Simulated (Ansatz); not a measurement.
Relaxation of a periodic cell of 17 atoms, Ge16P (host Ge, host structure diamond, interstitial P), to a largest force component of 0.08 eV/Å in at most 25 steps.

Level of theory: DFT PBE, scalar-relativistic, plane waves, PAW (Ansatz). Settings: accuracy low, PAW set soft_1, cutoff 420 eV, k mesh 2x2x2, fermi-dirac smearing 0.05 eV, no spin polarisation.

```xyz
17
Lattice="0.0000 5.6600 5.6600 5.6600 0.0000 5.6600 5.6600 5.6600 0.0000" Properties=species:S:1:pos:R:3
Ge 0.000 0.000 0.000
Ge 1.415 1.415 1.415
Ge 2.830 2.830 0.000
Ge 4.245 4.245 1.415
Ge 2.830 0.000 2.830
Ge 4.245 1.415 4.245
Ge 5.660 2.830 2.830
Ge 7.075 4.245 4.245
Ge 0.000 2.830 2.830
Ge 1.415 4.245 4.245
Ge 2.830 5.660 2.830
Ge 4.245 7.075 4.245
Ge 2.830 2.830 5.660
Ge 4.245 4.245 7.075
Ge 5.660 5.660 5.660
Ge 7.075 7.075 7.075
P 5.685 5.658 2.811
```

Where does it end, and by what steps?

The forces met the threshold. Limits of this set-up: odd electron count without spin, a small cell, in which the defect meets its images, low accuracy level. After 2 steps the energy has fallen by 0.124 eV; Ge5 moved furthest, 0.06 Å.

```
step  energy less start (eV)  largest force component (eV/Å)  accepted
   0                  0.0000                           0.668       yes
   1                 -0.1169                           0.096       yes
   2                 -0.1239                           0.059       yes
```

```xyz
17
Lattice="0.0000 5.6600 5.6600 5.6600 0.0000 5.6600 5.6600 5.6600 0.0000" Properties=species:S:1:pos:R:3
Ge 0.000 -0.001 -0.058
Ge 1.418 1.420 1.411
Ge 2.834 2.829 -0.003
Ge 4.242 4.243 1.414
Ge 2.889 -0.001 2.830
Ge 4.232 1.429 4.258
Ge 5.661 2.773 2.829
Ge 7.076 4.242 4.249
Ge -0.001 2.887 2.831
Ge 1.430 4.232 4.257
Ge 2.775 5.661 2.830
Ge 4.245 7.074 4.245
Ge 2.830 2.830 5.660
Ge 4.233 4.232 7.061
Ge 5.660 5.661 5.716
Ge 7.089 7.087 7.062
P 5.671 5.659 2.821
```

Run time: 30 s on 2 threads of Arm Neoverse V1 (shared host), peak memory 0.99 GiB.
